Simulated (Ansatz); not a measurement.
`CSB[SiH2]O` + `C=[CH][ZnH]` → `O[SiH2][BH][ZnH]` + `C=CSC`  (formal exchange of groups at a B–S bond)

Isolated molecules relaxed with PBE0-D4/def2-TZVP in Ansatz; ΔE leaves out vibrations. CCSD(T)/CBS is the MP2 limit (def2-TZVPP, def2-QZVPP) plus CCSD(T) − MP2 in def2-TZVPP, frozen cores. Functionals use def2-TZVPP. B3LYP here is the variant with VWN-RPA as its local correlation; programs differ in this. For Zn outer-core shells are correlated without core-valence functions, which leaves a few kJ/mol of doubt a bond. Scalar relativity is left out up to krypton. One conformer a species, not always the lowest.

| level | ΔE (kcal/mol) | difference from CCSD(T)/CBS |
| --- | --- | --- |
| PBE-D4 | 33.0 | -0.8 |
| PBE0-D4 | 32.8 | -1.0 |
| B3LYP-D4 | 32.9 | -0.9 |
| ωB97M-V | 33.3 | -0.5 |
| B2PLYP | 34.2 | 0.4 |
| r2SCAN | 33.9 | 0.1 |
| PBE0 | 32.7 | -1.1 |
| HF/def2-TZVPP | 31.0 | -2.8 |
| MP2/def2-TZVPP | 36.1 | 2.3 |
| SCS-MP2/def2-TZVPP | 34.8 | 1.0 |
| CCSD/def2-TZVPP | 33.6 | -0.2 |
| CCSD(T)/def2-TZVPP | 34.5 | 0.7 |
| HF/def2-QZVPP | 30.9 | -2.9 |
| SCS-MP2/def2-QZVPP | 34.3 | 0.5 |
| HF/CBS(def2) | 30.9 | -2.9 |
| CCSD/CBS(def2) | 32.8 | -1.0 |
| CCSD(T)/CBS | 33.8 | 0 |

Largest T1 diagnostic among the species: 0.015.

In def2-TZVPP, CCSD(T) changes the Hartree–Fock value by +3.5 kcal/mol (the triples alone add +0.9 kcal/mol) and MP2 by +5.2 kcal/mol.

CCSD(T)/CBS has its own doubt, a few kJ/mol and more with outer-core shells, so smaller differences from it don't rank the levels.
